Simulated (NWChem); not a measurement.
System: CH4ClGaO; SMILES [GaH]([Cl])[O]C

The following NWChem deck was run.

```
start job
memory heap 200 mb stack 900 mb global 1100 mb
geometry units angstroms noautoz
  Ga    -0.423477     0.024590    -0.000659
  H     -1.948288    -0.262301    -0.003196
  Cl     0.392782     1.999768    -0.002248
  O      0.816007    -1.241063     0.004741
  C      0.562898    -2.616423     0.003535
  H      1.009807    -3.087177    -0.889968
  H      1.019770    -3.089727     0.890558
  H     -0.514900    -2.872454     0.009216
end
basis spherical
  * library 6-31g*
end
dft
  xc xcamb88 1.00 lyp 0.81 vwn_5 0.19 hfexch 1.00
  cam 0.33 cam_alpha 0.19 cam_beta 0.46
  iterations 150
  vectors input atomic output neutral.movecs
end
task dft energy
charge 1
dft
  odft
  mult 2
  vectors input atomic output cation.movecs
end
task dft energy
```

Coordinates come from a PBE0/def2-SVP optimisation.

Ions are spin-unrestricted doublets at the neutral geometry; other ion states weren't tried.

**Question.** What results follow from this input? (CAM-B3LYP/6-31G* (spherical d), vertical spin-unrestricted ions.) Quantities: vertical ionisation energy, ΔSCF (eV); −ε(HOMO) (eV).

**Answer.** vertical ionisation energy, ΔSCF (eV): 10.42
−ε(HOMO) (eV): 9.47
